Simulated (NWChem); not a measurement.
Atomisation of C$_{2}$H$_{8}$AlN

```xyz
12

Al     0.0000     0.0000     1.4794
H      1.4041     0.0000     2.2110
H     -1.4041     0.0000     2.2110
N      0.0000     0.0000    -0.3114
C     -1.2082     0.0000    -1.1172
C      1.2082     0.0000    -1.1172
H     -1.2638     0.8900    -1.7767
H     -1.2638    -0.8900    -1.7767
H     -2.1071     0.0000    -0.4808
H      1.2638    -0.8900    -1.7767
H      1.2638     0.8900    -1.7767
H      2.1071     0.0000    -0.4808
```
Charge 0, spin multiplicity 1.

The numbers come from NWChem runs, not from measurements. All single points use one geometry, from B3LYP/def2-SVP, a minimum by its harmonic frequencies. It is one conformer; others weren't searched.

Basis set: def2-TZVP. The atomisation energy is electronic alone: no zero-point, thermal, spin-orbit or counterpoise terms. No value is extrapolated to the basis-set limit. Free atoms are single determinants with multiplicities Al 2, H 2, N 4, C 3. Correlated methods freeze the same cores in atoms and molecule, 8 orbitals in all.

| method | atomisation energy (kcal/mol) | relative cost |
|---|---|---|
| LDA (SVWN5) | 1120.6 | 1 |
| BP86 | 1015.9 | under 3 |
| PBE0 | 986.9 | under 3 |
| HF | 728.4 | under 3 |
| B3LYP | 988.0 | under 3 |
| PBE | 999.4 | under 3 |
| TPSS | 1002.8 | under 3 |
| MP2 | 960.1 | 3 |
| CAM-B3LYP | 995.6 | 20 |

The values span 392.2 kcal/mol, from HF (lowest) to LDA (SVWN5) (highest). Costs are rough ratios of processor time within this set of runs, SCF included, with LDA (SVWN5) as 1. Costs are the molecule's.

B3LYP has NWChem's definition, with VWN1-RPA local correlation. GW and range-separated runs recompute their integrals, the others keep them in memory, which bears on the times. The structure started from a generated list of species. The stability of the SCF solutions was not checked. Open-shell Hartree-Fock references start from PBE0 orbitals; any time given for them includes that run.
